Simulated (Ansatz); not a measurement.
Mulliken charges of GeH3N, SMILES `[NH2][GeH]` from ωB97M-V/def2-TZVPP in Ansatz (PBE0-D4/def2-TZVP geometry).

```
atom   x (Å)   y (Å)   z (Å)  charge (e)
  N1  -0.084  -0.602   0.097      -0.374
 Ge2   0.989   0.853   0.260       0.171
  H3   0.181  -1.502   0.465       0.129
  H4  -0.985  -0.620  -0.352       0.146
  H5  -0.050   1.797  -0.511      -0.071
```

**Question.** By hand: the dipole of these point charges (1 e Å = 4.8032 D).

**Answer.** Σ q r = (0.084, -0.041, 0.053) e Å, of length 0.107 e Å = 0.51 D.

**Question.** How does the dipole of the full density compare? (Estimate.)

**Answer.** Ansatz gave: (-0.146, -0.258, -0.006) e Å, 1.42 D; the point charges give 0.36 times that, at 94° from its direction.

Point charges leave out the atoms' own dipoles, such as those of lone pairs, and Mulliken's split depends on the basis, so the two needn't agree.
